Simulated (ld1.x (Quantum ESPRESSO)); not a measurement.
# Reading a pseudo-wave (ruthenium (Ru))

Columns: radius, all-electron u(r) and pseudo u(r) of the 5p shell (level -9.77 eV) of ruthenium in the configuration [Ar] 3d10 4s2 4p6 4d6.5 5s0 5p0; LDA (PZ), scalar-relativistic, PAW scheme, ld1.x (Quantum ESPRESSO) 7.5.

```tsv
r (bohr)	all-electron	pseudo
0.148	0.0050	0.0445
0.295	-0.1691	0.1581
0.443	-0.0434	0.2947
0.590	0.1408	0.3987
0.738	0.2539	0.4341
0.885	0.2762	0.3930
1.033	0.2302	0.2943
1.180	0.1443	0.1703
1.328	0.0391	0.0450
1.475	-0.0694	-0.0692
1.623	-0.1741	-0.1741
1.770	-0.2686	-0.2686
1.918	-0.3520	-0.3520
2.065	-0.4220	-0.4220
2.213	-0.4798	-0.4798
2.360	-0.5252	-0.5252
2.508	-0.5595	-0.5595
2.655	-0.5835	-0.5835
2.802	-0.5984	-0.5984
2.950	-0.6054	-0.6054
3.098	-0.6054	-0.6054
3.245	-0.5997	-0.5997
3.393	-0.5889	-0.5889
3.540	-0.5744	-0.5744
3.688	-0.5565	-0.5565
3.835	-0.5362	-0.5362
```

Question: How many radial nodes do the two functions have?

Answer: The all-electron 5p function has n − l − 1 = 3; the pseudo-wave has 1, since 1 lower shell of the same l stays in the valence.

Question: At about which radius was the pseudo-wave matched?

Answer: 1.65 bohr. The columns agree to 0.0005 from 1.48 bohr on; several derivatives are matched, so the curves merge somewhat inside the radius.

Question: Is the pseudo-wave norm-conserving?

Answer: No, it belongs to a PAW set: the norm inside the radius is not constrained, and the difference is carried by the augmentation charge.
